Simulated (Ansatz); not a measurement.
`C[Si](C)(C)[N]([SiH3])[GeH3]` + H₂ → `C[SiH](C)C` + `[SiH3][NH][GeH3]`  (hydrogenolysis of the Si–N bond)

Computed with Ansatz on PBE0-D4/def2-TZVP structures; ΔE is electronic, products minus reactants. CCSD(T)/CBS is the MP2 limit (def2-TZVPP, def2-QZVPP) plus CCSD(T) − MP2 in def2-TZVPP, frozen cores. This one scheme is used for every species. DFT in def2-TZVPP. For Ge outer-core shells are correlated without core-valence functions, which leaves a few kJ/mol of doubt a bond. Scalar relativity is left out up to krypton. One conformer a species, not always the lowest.

```json
{"level": "ωB97M-V", "ΔE (kJ/mol)": "55.7"}
{"level": "LC-ωPBE", "ΔE (kJ/mol)": "35.6"}
```

(1) What does CCSD(T)/CBS give? (Estimate.)

Largest T1 diagnostic among the species: 0.011.

## Answers

(1) Computed: +59.4 kJ/mol. The listed levels differ from it by -3.7, -23.8 kJ/mol.

In def2-TZVPP, CCSD(T) changes the Hartree–Fock value by +42.3 kJ/mol (the triples alone add +8.0 kJ/mol) and MP2 by +51.7 kJ/mol. From BLYP to BHLYP (50 % exact exchange), in def2-TZVPP and without D4, ΔE moves by +9.1 kJ/mol.

CCSD(T)/CBS has its own doubt, a few kJ/mol and more with outer-core shells, so smaller differences from it don't rank the levels.
